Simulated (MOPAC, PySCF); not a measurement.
C$_{4}$H$_{3}$N, SMILES `C#CN=C=C`, neutral singlet in the gas phase. 

Cartesian coordinates (Å):
```xyz
8

C      1.6827     0.7138     2.1886
C      1.1164     0.5726     1.1380
N      0.5889     0.5023    -0.0805
C     -0.3994    -0.0893    -0.4882
C     -1.4262    -0.6721    -1.0356
H      2.1611     0.8169     3.1302
H     -1.3383    -1.6713    -1.4406
H     -2.3851    -0.1728    -1.0720
```
Charge 0, spin multiplicity 1.

All levels are single points at this geometry (B3LYP-D3(BJ)/def2-TZVP); Pople sets use spherical d functions. Orbital energies aren't observables, and empty levels follow the basis.

```tsv
level	HOMO (eV)	LUMO (eV)	gap (eV)	dipole (D)	vertical IE, Delta-SCF (eV)
B3LYP-D3(BJ)/def2-TZVP in PySCF	-6.71	-1.58	5.14	1.22	8.94
M06-2X/def2-TZVP in PySCF	-8.09	-0.44	7.65	1.30	9.23
B3LYP/3-21G in PySCF	-6.27	-1.18	5.09	1.33	–
B3LYP/6-311+G** in PySCF	-6.75	-1.63	5.12	1.26	–
B3LYP/6-31G* in PySCF	-6.32	-1.19	5.14	1.22	8.68
BP86/6-31G* in PySCF	-5.50	-2.06	3.44	1.14	–
M06-2X/6-31G* in PySCF	-7.77	-0.10	7.67	1.32	–
PBE/6-31G* in PySCF	-5.39	-1.96	3.43	1.13	8.53
HF/3-21G in PySCF	-9.25	2.91	12.16	1.76	–
HF/6-31G* in PySCF	-9.33	2.98	12.31	1.63	–
HF/STO-3G in PySCF	-7.28	6.18	13.46	1.23	–
AM1 in MOPAC	-9.39	0.08	9.47	1.51	–
PM7 in MOPAC	-9.57	-0.29	9.28	1.44	–
```
